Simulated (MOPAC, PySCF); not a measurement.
C$_{3}$H$_{6}$O, SMILES `O1CCC1`, neutral singlet in the gas phase. 

Cartesian coordinates (Å):
SMILES: C1COC1
```xyz
10

C     -0.5691    -0.4894    -0.2697
C      0.8741    -0.6037     0.2503
O      0.9582     0.8249     0.4594
C     -0.3920     1.0184    -0.0216
H     -1.3240    -0.9756     0.3448
H     -0.7130    -0.7759    -1.3094
H      1.6152    -0.9490    -0.4751
H      1.0013    -1.1560     1.1849
H     -0.4156     1.6529    -0.9112
H     -1.0353     1.4533     0.7475
```
Charge 0, spin multiplicity 1.

All levels are single points at this geometry (B3LYP-D3(BJ)/def2-TZVP); Pople sets use spherical d functions. Orbital energies aren't observables, and empty levels follow the basis.

PM6 in MOPAC gives gap (eV) = 11.85.

Question: Estimate the gap (eV) from each of these levels: B3LYP-D3(BJ)/def2-TZVP in PySCF; PBE-D3(BJ)/def2-TZVP in PySCF; B3LYP/6-311+G** in PySCF; B3LYP/6-31G* in PySCF; M06-2X/6-31G* in PySCF; HF/3-21G in PySCF; HF/6-31G* in PySCF; HF/STO-3G in PySCF.

Answer: 
| level | gap (eV) |
|---|---|
| B3LYP-D3(BJ)/def2-TZVP in PySCF | 7.95 |
| PBE-D3(BJ)/def2-TZVP in PySCF | 6.11 |
| B3LYP/6-311+G** in PySCF | 7.16 |
| B3LYP/6-31G* in PySCF | 8.96 |
| M06-2X/6-31G* in PySCF | 12.07 |
| HF/3-21G in PySCF | 17.89 |
| HF/6-31G* in PySCF | 17.44 |
| HF/STO-3G in PySCF | 22.45 |
